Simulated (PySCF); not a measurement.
AlCl3: PBE0 against B3LYP

Base calculation in PySCF with density fitting and no spin–orbit coupling, PBE0/def2-TZVP (no relativity): singlet, D3h, Al–Cl 2.070 Å (×3); wavenumbers 144 (×2), 203, 387, 626 (×2) cm⁻¹; gap between the highest occupied and lowest empty levels 8.11 eV, polar-tensor charge of Al 1.58 e, atomisation energy (no zero-point energy) 1278 kJ/mol.

Q: What changes on going to B3LYP/def2-TZVP (no relativity)?

A: The point group stays the same. Changes: mean bond to Al +0.009 Å, highest wavenumber -14 cm⁻¹, lowest wavenumber +1 cm⁻¹, gap between the highest occupied and lowest empty levels -0.64 eV, polar-tensor charge of Al -0.01 e, atomisation energy (no zero-point energy) -44 kJ/mol. The new structure has Al–Cl 2.079 Å (×3), with wavenumbers 145 (×2), 202, 379, 612 (×2) cm⁻¹.

The structures come from searches over a few start shapes, so lower isomers are not excluded.
